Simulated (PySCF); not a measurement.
B3LYP has the VWN-RPA correlation part, as in Gaussian. 

Br, SMILES `[Br]` (charge 0, multiplicity 2)

The numbers are results of B3LYP-D3(BJ)/def2-TZVP run with PySCF 2.14.0, not measurements.

The highest occupied spin orbital is -8.51 eV, the dipole moment comes out as 0.00 D and the total energy comes out as -2574.1410 Ha. The cost comes out as very roughly 2.7 core-seconds.

Bond lengths (Å): .
Charge 0, spin multiplicity 2.
